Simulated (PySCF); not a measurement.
Mg(F)(Et) (C2H5FMg), SMILES C[CH2][Mg][F].

Geometry: B3LYP-D3(BJ)/def2-SVP. One conformer was computed; it need not be the lowest.

The numbers are results of TDA-M06-2X/def2-SVPD (PySCF), not measurements.

Vertical excitations.  State labels are in the subgroup Cs.

Computed excitation energies, oscillator strengths and character:
```json
[
 {"state": "S1", "symmetry": "A'", "energy (eV)": "5.18", "λ (nm)": "239", "f": "0.208", "main pairs": "HOMO→LUMO 94 %"},
 {"state": "S2", "symmetry": "A'", "energy (eV)": "5.67", "λ (nm)": "219", "f": "0.103", "main pairs": "HOMO→LUMO+1 89 %"},
 {"state": "S3", "symmetry": "A\"", "energy (eV)": "5.74", "λ (nm)": "216", "f": "0.085", "main pairs": "HOMO→LUMO+2 90 %"},
 {"state": "S4", "symmetry": "A'", "energy (eV)": "6.81", "λ (nm)": "182", "f": "0.064", "main pairs": "HOMO→LUMO+3 87 %"},
 {"state": "S5", "symmetry": "A\"", "energy (eV)": "7.53", "λ (nm)": "165", "f": "0.023", "main pairs": "HOMO−1→LUMO 67 %, HOMO→LUMO+4 23 %"},
 {"state": "S6", "symmetry": "A'", "energy (eV)": "7.66", "λ (nm)": "162", "f": "0.066", "main pairs": "HOMO→LUMO+5 81 %"},
 {"state": "S7", "symmetry": "A\"", "energy (eV)": "7.69", "λ (nm)": "161", "f": "0.026", "main pairs": "HOMO→LUMO+4 64 %, HOMO−1→LUMO 26 %"},
 {"state": "S8", "symmetry": "A'", "energy (eV)": "7.83", "λ (nm)": "158", "f": "0.040", "main pairs": "HOMO−4→LUMO 86 %"},
 {"state": "S9", "symmetry": "A\"", "energy (eV)": "7.84", "λ (nm)": "158", "f": "0.044", "main pairs": "HOMO−3→LUMO 89 %"},
 {"state": "S10", "symmetry": "A'", "energy (eV)": "8.17", "λ (nm)": "152", "f": "0.063", "main pairs": "HOMO→LUMO+6 76 %"},
 {"state": "T1", "symmetry": "A'", "energy (eV)": "4.05", "λ (nm)": "306", "f": "0", "main pairs": "HOMO→LUMO 86 %"},
 {"state": "T2", "symmetry": "A'", "energy (eV)": "5.25", "λ (nm)": "236", "f": "0", "main pairs": "HOMO→LUMO+1 78 %, HOMO→LUMO+5 17 %"},
 {"state": "T3", "symmetry": "A\"", "energy (eV)": "5.36", "λ (nm)": "231", "f": "0", "main pairs": "HOMO→LUMO+2 77 %, HOMO→LUMO+4 20 %"},
 {"state": "T4", "symmetry": "A'", "energy (eV)": "6.64", "λ (nm)": "187", "f": "0", "main pairs": "HOMO→LUMO+3 79 %"}
]
```
Triplets are in the Tamm–Dancoff approximation.
